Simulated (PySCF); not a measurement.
C3H8O2Si (SMILES C=C[Si](C)(O)O), singlet, geometry from GFN2-xTB. Base run: HF/6-31G (PySCF).

Here is a job for PySCF.
```python
from pyscf import gto, scf, solvent

mol = gto.Mole()
mol.atom = '''
    C     2.464468   -0.370701    0.270884
    C     1.297923   -0.859133   -0.120279
    Si   -0.352573    0.067196   -0.071716
    C    -1.616094   -0.903075    0.957793
    O    -0.993289    0.226234   -1.558445
    O    -0.129440    1.601908    0.462707
    H     2.558259    0.633256    0.654840
    H     3.382135   -0.937835    0.222264
    H     1.278173   -1.873505   -0.499587
    H    -2.521586   -0.323365    1.108567
    H    -1.223146   -1.168716    1.934957
    H    -1.897533   -1.822425    0.456773
    H    -0.740774    0.970199   -2.099199
    H     0.204544    1.753970    1.340920
'''
mol.basis = '6-31g'
mol.charge = 0
mol.spin = 0
mol.verbose = 3
mol.build()

mf = scf.RHF(mol)
mf.kernel()
mf.analyze()
```

Each row names what was changed in the base input (with any setting that the change needs).

```csv
change,ΔE vs base (kcal/mol),dipole (D),HOMO-LUMO gap (eV)
base,0.000,2.88,14.29
model = SS(V)PE; solvent = dimethylsulfoxide,-11.89,3.51,14.28
model = IEF-PCM; solvent = dimethylsulfoxide; vdw_scale = 1.0,…,…,…
model = IEF-PCM; solvent = dimethylsulfoxide; vdw_scale = 1.4,-6.55,3.37,14.27
model = ddCOSMO; solvent = dimethylsulfoxide,-8.84,3.48,14.28
model = IEF-PCM; solvent = water,-12.18,3.55,14.28
model = IEF-PCM; solvent = methanol,-11.81,3.53,14.28
model = COSMO; solvent = dimethylsulfoxide,…,…,14.28
model = IEF-PCM; solvent = toluene,-5.57,3.16,14.28
model = IEF-PCM; solvent = dimethylsulfoxide; r_probe = 0.5,-4.37,3.30,14.27
model = IEF-PCM; solvent = dimethylsulfoxide; lebedev_order = 11,-11.38,3.53,14.27
model = IEF-PCM; solvent = dimethylsulfoxide; vdw_scale = 1.1,…,…,14.29
```

### Question
Complete the blanks.

### Answer

- model = IEF-PCM; solvent = dimethylsulfoxide; vdw_scale = 1.0, ΔE vs base (kcal/mol): -22.94
- model = IEF-PCM; solvent = dimethylsulfoxide; vdw_scale = 1.0, dipole (D): 3.74
- model = IEF-PCM; solvent = dimethylsulfoxide; vdw_scale = 1.0, HOMO-LUMO gap (eV): 14.30
- model = COSMO; solvent = dimethylsulfoxide, ΔE vs base (kcal/mol): -12.03
- model = COSMO; solvent = dimethylsulfoxide, dipole (D): 3.54
- model = IEF-PCM; solvent = dimethylsulfoxide; vdw_scale = 1.1, ΔE vs base (kcal/mol): -16.54
- model = IEF-PCM; solvent = dimethylsulfoxide; vdw_scale = 1.1, dipole (D): 3.64

The base is the gas phase, so ΔE is the electrostatic part of solvation at a fixed geometry, without cavity and dispersion terms.
